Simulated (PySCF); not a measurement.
ZrO2, SMILES [O]=[Zr]=[O], multiplicity 1.

Coordinates come from a B3LYP-D3(BJ)/def2-TZVP optimisation. The multiplicity is an assumed one; other spin states were not compared. The isomer is the one that the SMILES or the coordinates give; other isomers of the formula were not compared. The def2 effective core potentials stand for the cores of Zr; spin–orbit coupling is left out.

Computed with PBE/def2-TZVPD in PySCF.

Symmetry labels are those of the subgroup C2v that the program uses (full group C2v).

Computed valence orbital energies around the gap with their symmetry:
```
orbital  symmetry  energy (eV)
-------  --------  -----------
HOMO−7         A1       -20.23
HOMO−6         B2       -19.86
HOMO−5         A1        -7.41
HOMO−4         B2        -7.21
HOMO−3         A2        -7.11
HOMO−2         B1        -6.70
HOMO−1         A1        -6.28
HOMO           B2        -5.38
LUMO           A1        -3.63
LUMO+1         B1        -2.34
LUMO+2         A1        -2.16
LUMO+3         B2        -0.52
```
